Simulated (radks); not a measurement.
Spherical quantum dot in the effective-mass picture: electrons in a parabolic well V = omega^2 r^2 / 2 with omega = 0.449, with a point charge +2 (a donor) at the centre, all in effective atomic units (hartree* = m*/eps^2 hartree, bohr* = eps/m* bohr), one dielectric constant everywhere. Method: non-relativistic Kohn-Sham, r2SCAN, spin-polarised, spherical densities, generalised Kohn-Sham scheme; computed with a radial shooting solver with Libxc functionals. Levels are named by radial order and angular momentum (1s, 1p, 1d, 2s, ...), and open shells are averaged over m. Each electron was tried in the lowest free levels, single moves between levels near the top were tried too, and the lowest total energy was kept; such a search can miss a lower state. At N = 1 the Hartree and exchange-correlation terms need not cancel, so that row can carry a self-interaction error.

N	open shells	2S	E (hartree*)	mu = E(N) - E(N-1) (hartree*)	addition energy mu(N+1) - mu(N) (hartree*)	e(HOMO) (hartree*)	rms radius (bohr*)
1	1s(up 1, down 0)	1	-1.92784	-1.9278	1.164	-1.4981	0.8252
2	none	0	-2.69210	-0.76426	1.813	-0.42614	0.9749
3	1p(up 1, down 0)	1	-1.64306	1.0490	0.3154	1.1985	1.529
4	1p(up 2, down 0)	2	-0.278595	1.3645	0.3347	1.5326	1.801
5	1p(up 3, down 0)	3	1.42053	1.6991	0.3765	1.8640	1.993
6	1p(up 3, down 0) 2s(up 1, down 0)	4	3.49618	2.0756	0.4048	2.2194	2.192
7	1p(up 3, down 1) 2s(up 1, down 0)	3	5.97661	2.4804	0.2618	2.6098	2.327
8	1p(up 3, down 2) 2s(up 1, down 0)	2	8.71882	2.7422	0.2698	2.8767	2.444
9	2s(up 1, down 0)	1	11.7308	3.0120	0.2818	3.1472	2.549
10	none	0	15.0247	3.2939	0.5540	3.4192	2.664
11	1d(up 1, down 0)	1	18.8725	3.8478	0.2323	3.9639	2.782
12	1d(up 2, down 0)	2	22.9526	4.0801	0.2317	4.1962	2.886
13	1d(up 3, down 0)	3	27.2644	4.3118	0.2297	4.4271	2.981
14	1d(up 4, down 0)	4	31.8060	4.5415	0.2270	4.6555	3.068
15	1d(up 5, down 0)	5	36.5745	4.7685	0.3053	4.8811	3.148
16	1d(up 5, down 1)	4	41.6483	5.0738	0.2086	5.1779	3.226
17	1d(up 5, down 2)	3	46.9308	5.2824	0.2094	5.3871	3.300
18	1d(up 5, down 3)	2	52.4226	5.4918	0.2088	5.5964	3.369
19	1d(up 5, down 4)	1	58.1231	5.7006	0.2074	5.8045	3.435
20	none	0	64.0311	5.9080	0.4491	6.0111	3.497
21	1f(up 1, down 0)	1	70.3882	6.3571	0.1914	6.4529	3.567
22	1f(up 2, down 0)	2	76.9367	6.5485	0.1908	6.6441	3.633
23	1f(up 3, down 0)	3	83.6761	6.7393	0.1899	6.8345	3.696
24	1f(up 4, down 0)	4	90.6053	6.9292	0.1887	7.0238	3.756
25	1f(up 5, down 0)	5	97.7232	7.1179	0.1874	7.2118	3.813
26	1f(up 6, down 0)	6	105.028	7.3053	0.1860	7.3985	3.868
27	1f(up 7, down 0)	7	112.520	7.4912	0.2326	7.5837	3.921
28	1f(up 7, down 0) 2p(up 1, down 0)	8	120.244	7.7239	0.1795	7.8136	3.972
29	1f(up 7, down 0) 2p(up 2, down 0)	9	128.147	7.9034	0.1807	7.9932	4.022
30	1f(up 7, down 0) 2p(up 3, down 0)	10	136.231	8.0841	0.2089	8.1755	4.070
31	1f(up 7, down 1) 2p(up 3, down 0)	9	144.524	8.2930	0.1721	8.3791	4.118
32	1f(up 7, down 2) 2p(up 3, down 0)	8	152.989	8.4651	0.1720	8.5512	4.164
33	1f(up 7, down 3) 2p(up 3, down 0)	7	161.626	8.6371	0.1716	8.7230	4.209
34	1f(up 7, down 4) 2p(up 3, down 0)	6	170.435	8.8087	0.1709	8.8943	4.252
35	1f(up 7, down 5) 2p(up 3, down 0)	5	179.415	8.9796	-	9.0648	4.295

All shells are closed at N = 2, 10, 20 (there: 1s2 1p6 1d10 2s2); the second difference of the energy has clear peaks (12 % above both neighbours; the first and last values, which can be the largest, are not judged, and half-filled shells can peak too) at N = 2, 10, 15, 20, 27, 30.
